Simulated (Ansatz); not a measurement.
Born–Oppenheimer molecular dynamics of C₃H₉ClFNSi (16 atoms, charge 0, multiplicity 1). It goes on from the last frame of an earlier run, with new velocities.

Computed with RKS r2SCAN-D4/STO-3G (Ansatz 0.2.0).

- ensemble: NVT, Nosé–Hoover chain
- time step: 0.5 fs
- steps asked: 162
- set temperature: 1500 K
- thermostat: time constant 100 fs, chain length 3 (defaults)
- masses: H 10 u
- seed: 392106

First frame:

```xyz
16
Properties=species:S:1:pos:R:3
Si -0.003 -0.105 0.264
C 0.482 0.521 2.014
H 0.157 1.601 2.454
H 0.027 -0.282 2.550
H 1.434 0.535 2.388
F 1.380 0.399 -0.618
Cl -1.617 0.790 -0.694
N -0.593 -1.417 -0.627
C -1.822 -2.004 0.129
H -1.970 -1.173 0.868
H -2.773 -2.028 -0.597
H -1.675 -3.129 0.485
C -0.809 -1.687 -2.038
H -1.402 -0.962 -2.492
H -0.119 -1.642 -2.837
H -1.429 -2.594 -2.157
```

Question: What does the run give?

Answer: The run went to its last step.

```json
{"steps done": "162", "time covered": "81 fs", "mean temperature over the second half": "2152 K", "spread of the potential energy over the second half": "39.8 meV per atom", "mean potential energy of the second half above the start": "-119.1 meV per atom"}
```

The conserved energy stayed within 0.17 meV per atom of its start (net change -0.11 meV per atom), so the integration is sound. The mean temperature of the second half is 43 % above the set value. A run of 0.081 ps of so small a system gives no equilibrium averages. Limits of this set-up: minimal basis.

Question: What happens to the structure?

Answer: The same pairs are bonded in the first frame and the last. Pairs count as bonded within 1.25 times the sum of covalent radii (0.12 Å more for H–H). The details hang on the random start.

Question: How do temperature and energy run in time?

Answer: 
```json
{"time (fs)": "0.0", "T (K)": "1500", "potential energy less start (eV)": "0.000", "conserved less start (meV/atom)": "0.00"}
{"time (fs)": "4.0", "T (K)": "1977", "potential energy less start (eV)": "-0.863", "conserved less start (meV/atom)": "0.00"}
{"time (fs)": "8.0", "T (K)": "2479", "potential energy less start (eV)": "-1.777", "conserved less start (meV/atom)": "0.01"}
{"time (fs)": "12.0", "T (K)": "2869", "potential energy less start (eV)": "-2.501", "conserved less start (meV/atom)": "-0.12"}
{"time (fs)": "16.0", "T (K)": "2403", "potential energy less start (eV)": "-1.685", "conserved less start (meV/atom)": "0.01"}
{"time (fs)": "20.0", "T (K)": "1897", "potential energy less start (eV)": "-0.799", "conserved less start (meV/atom)": "0.11"}
{"time (fs)": "24.0", "T (K)": "2026", "potential energy less start (eV)": "-1.065", "conserved less start (meV/atom)": "-0.02"}
{"time (fs)": "28.0", "T (K)": "2070", "potential energy less start (eV)": "-1.183", "conserved less start (meV/atom)": "0.02"}
{"time (fs)": "32.0", "T (K)": "2078", "potential energy less start (eV)": "-1.241", "conserved less start (meV/atom)": "-0.01"}
{"time (fs)": "36.0", "T (K)": "2022", "potential energy less start (eV)": "-1.188", "conserved less start (meV/atom)": "-0.02"}
{"time (fs)": "40.0", "T (K)": "2021", "potential energy less start (eV)": "-1.236", "conserved less start (meV/atom)": "0.05"}
{"time (fs)": "44.0", "T (K)": "2313", "potential energy less start (eV)": "-1.827", "conserved less start (meV/atom)": "-0.08"}
{"time (fs)": "48.0", "T (K)": "2160", "potential energy less start (eV)": "-1.620", "conserved less start (meV/atom)": "-0.01"}
{"time (fs)": "52.0", "T (K)": "2024", "potential energy less start (eV)": "-1.442", "conserved less start (meV/atom)": "0.02"}
{"time (fs)": "56.0", "T (K)": "2448", "potential energy less start (eV)": "-2.289", "conserved less start (meV/atom)": "0.00"}
{"time (fs)": "60.0", "T (K)": "2853", "potential energy less start (eV)": "-3.132", "conserved less start (meV/atom)": "-0.15"}
{"time (fs)": "64.0", "T (K)": "2460", "potential energy less start (eV)": "-2.537", "conserved less start (meV/atom)": "0.05"}
{"time (fs)": "68.0", "T (K)": "2348", "potential energy less start (eV)": "-2.453", "conserved less start (meV/atom)": "-0.13"}
{"time (fs)": "72.0", "T (K)": "1691", "potential energy less start (eV)": "-1.366", "conserved less start (meV/atom)": "0.03"}
{"time (fs)": "76.0", "T (K)": "1386", "potential energy less start (eV)": "-0.887", "conserved less start (meV/atom)": "0.07"}
{"time (fs)": "80.0", "T (K)": "1832", "potential energy less start (eV)": "-1.775", "conserved less start (meV/atom)": "-0.08"}
```

Time of the run: 19 min on 1 thread of Arm Neoverse V2, on a shared host, peak memory 0.15 GiB.
